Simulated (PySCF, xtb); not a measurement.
BHO, SMILES B=O.

GFN2-xTB (xtb) at its own geometry gives an orbital gap of 8.27 eV and a dipole moment of 2.12 D.

Geometry: PBE0-D3(BJ)/def2-TZVPD.

**Question.** What does PBE/def2-TZVPD (PySCF) give? (An estimate is asked for; the answer gives what the named calculation found.)

**Answer.** gap 7.82 eV (levels -8.94 and -1.11 eV), dipole 2.58 D.
